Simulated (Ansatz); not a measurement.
Start from `[OH][Y]([F])[Cl]` and change one atom or group to get `[F][Y]([F])[Cl]`.

Ansatz, PBE0-D4/def2-TZVP geometries, multiplicity 1. Each molecule was computed in one conformer, which needn't be the lowest.

Elements past krypton have def2 core potentials.

| property | `[OH][Y]([F])[Cl]` |
| --- | --- |
| HOMO energy (B3LYP/def2-TZVPP) / eV | -8.35 |
| HOMO–LUMO gap (PBE/def2-TZVPP) / eV | 4.25 |
| zero-point energy (PBE0-D4/def2-TZVP) / kJ/mol | 39.4 |
| HOMO energy (PBE0/def2-TZVPP) / eV | -8.63 |
| size of the dipole moment (B3LYP/def2-TZVPP) / D | 2.87 |
| HOMO energy (ωB97M-V/def2-TZVPP) / eV | -10.92 |

**Question.** What does the change do to each property? (Best estimate.)

**Answer.** Ansatz gave: 
| property | `[F][Y]([F])[Cl]` | shift |
| --- | --- | --- |
| HOMO energy (B3LYP/def2-TZVPP) / eV | -8.70 | -0.35 |
| HOMO–LUMO gap (PBE/def2-TZVPP) / eV | 4.23 | -0.02 |
| zero-point energy (PBE0-D4/def2-TZVP) / kJ/mol | 11.0 | -28.4 |
| HOMO energy (PBE0/def2-TZVPP) / eV | -8.98 | -0.35 |
| size of the dipole moment (B3LYP/def2-TZVPP) / D | 0.63 | -2.24 |
| HOMO energy (ωB97M-V/def2-TZVPP) / eV | -11.27 | -0.35 |

The zero-point energy changes by -28.4 kJ/mol with -3 modes. Dipoles are sizes alone; their direction can turn.

B3LYP here is the variant with VWN-RPA as its local correlation; programs differ in this.
